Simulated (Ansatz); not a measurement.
Geometry optimisation, RKS PBE0-D4/def2-SVP in Ansatz 0.2.0.

The input (input.yaml):

```yaml
crystal:
  periodic: [false, false, false]
  atoms:
    - { symbol: B, position_ang: [0.025094, -0.632113, -0.429135] }
    - { symbol: H, position_ang: [0.001207, 0.218392, 1.810785] }
    - { symbol: Cl, position_ang: [1.516805, 0.173651, -0.790437] }
    - { symbol: Cl, position_ang: [-1.498375, 0.119409, -0.777529] }
    - { symbol: Cl, position_ang: [0.058281, -2.329206, 0.207823] }
    - { symbol: H, position_ang: [0.025887, -0.473833, 1.998192] }
basis:
  gaussian: { orbitals: def2-SVP }
hamiltonian:
  xc: pbe0
  dispersion: d4
relax:
  f_tol: 0.03
  max_steps: 50
output:
  orbitals: {}
```

Command:

```bash
$ ansatz run input.yaml --threads 1 --pin off --max-ram 2048MiB --backend cpu --events-out ev --progress --plain --runs-dir out
```

Question: Where does it end, and by what steps?

Answer: The forces met the threshold. The force dipped under the threshold on the way, but the program's further checks kept it going. After 7 steps the energy has fallen by 0.217 eV; H2 moved furthest, 0.54 Å.

```
step  energy less start (eV)  largest force component (eV/Å)  accepted
   0                  0.0000                           1.795       yes
   1                 -0.1394                           0.736       yes
   2                 -0.0955                           1.103        no
   3                 -0.1848                           0.585       yes
   4                 -0.2052                           0.380       yes
   5                 -0.2160                           0.014       yes
   6                 -0.2164                           0.052       yes
   7                 -0.2166                           0.030       yes
```

```xyz
6
Properties=species:S:1:pos:R:3
B 0.026 -0.751 -0.675
H -0.001 0.418 2.309
Cl 1.518 0.097 -0.969
Cl -1.498 0.040 -0.963
Cl 0.058 -2.394 -0.098
H 0.025 -0.334 2.416
```

Time of the run: 24 s on 1 thread of Arm Neoverse V1 (shared host), peak memory 0.15 GiB.
